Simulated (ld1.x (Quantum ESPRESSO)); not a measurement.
**tantalum (Ta): excitation energies, all-electron against TM**

Ta (Z = 73), norm-conserving Troullier–Martins (Kleinman–Bylander form), made with ld1.x (Quantum ESPRESSO) 7.5 (PBEsol, scalar-relativistic). Core [Xe] 4f14, reference 5d3 6s2 6p0. Waves: 6s (bound): rc 2.85 bohr; 6p (bound, empty): rc 2.75 bohr; 5d (bound): rc 2.45 bohr. Local part: all-electron potential smoothed inside 2.00 bohr (lloc = -2). Core correction: a·sin(br)/r model core, default radius (core density twice the valence density).

Energies are relative to the spin-unpolarised reference configuration 5d3 6s2 6p0; without spin polarisation the order of configurations can differ from experiment.

| valence configuration | charge | ΔE all-electron (eV) | error AE − PS (meV) |
| --- | --- | --- | --- |
| 5d3 6s1 6p0 | +1 | 8.505 | -1.7 |
| 5d3 6s0 6p0 | +2 | 23.481 | -46 |
| 5d3.5 6s1.5 6p0 | 0 | 0.989 | -8.7 |
| 5d2 6s2 6p0 | +1 | 7.724 | +179 |
| 5d3 6s0 6p1 | +1 | 13.632 | +4.2 |
| 5d4 6s0 6p0 | +1 | 9.927 | -97 |

What are ΔE and the potential's error for 5d2 6s0 6p0?

ΔE = 47.092 eV all-electron; the error (AE − PS) is -183 meV.

These tests converged, but a pseudo level misses the all-electron one widely, so the file describes the atom poorly there or has found another state: 5d2 6s0 6p0: empty 6s by 4.4 eV (a node warning on the way).

Note: ghost state, extra bound levels that the all-electron valence spectrum of the same l lacks: s at -2.49 eV. A true bound ghost makes a file unfit for plane-wave use.
